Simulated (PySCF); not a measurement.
B(F)(SH)2 (BFH2S2), SMILES FB(S)S.

The structure is a stationary point at ωB97X-D3(BJ)/def2-SVP. The values are those of a single conformer.

The numbers are results of TDDFT-M06-2X/def2-SVPD (PySCF), not measurements.

Vertical excitations. The molecule is in vacuum. State labels are in the subgroup C2v.

| state | symmetry | energy (eV) | λ (nm) | f | main pairs |
|---|---|---|---|---|---|
| S1 | A2 | 5.76 | 215 | 0.000 | HOMO→LUMO 69 %, HOMO→LUMO+2 22 % |
| S2 | B2 | 6.34 | 196 | 0.198 | HOMO→LUMO+1 92 % |
| S3 | B1 | 6.67 | 186 | 0.014 | HOMO−1→LUMO 52 %, HOMO−1→LUMO+2 19 %, HOMO→LUMO+9 15 % |
| S4 | A2 | 6.84 | 181 | 0.000 | HOMO→LUMO+2 60 %, HOMO→LUMO 25 % |
| S5 | A2 | 7.11 | 174 | 0.000 | HOMO−2→LUMO+1 92 % |
| S6 | A1 | 7.48 | 166 | 0.039 | HOMO−1→LUMO+1 92 % |
| S7 | B2 | 7.50 | 165 | 0.012 | HOMO−2→LUMO 84 % |
| S8 | B1 | 7.63 | 162 | 0.083 | HOMO→LUMO+3 60 %, HOMO−1→LUMO+2 28 % |
| S9 | A2 | 7.94 | 156 | 0.000 | HOMO→LUMO+4 91 % |
| S10 | B1 | 8.22 | 151 | 0.005 | HOMO−1→LUMO 35 %, HOMO→LUMO+6 28 %, HOMO→LUMO+3 19 %, HOMO→LUMO+9 8 % |
| T1 | B2 | 5.51 | 225 | 0 | HOMO→LUMO+1 96 % |
| T2 | A2 | 5.52 | 224 | 0 | HOMO→LUMO 65 %, HOMO→LUMO+2 23 % |
| T3 | A1 | 6.28 | 198 | 0 | HOMO−1→LUMO+1 96 % |
| T4 | B1 | 6.36 | 195 | 0 | HOMO−1→LUMO 45 %, HOMO→LUMO+9 19 %, HOMO−1→LUMO+2 18 % |
Triplets are in the Tamm–Dancoff approximation, which puts them higher than full response would, so one can lie above its singlet here.
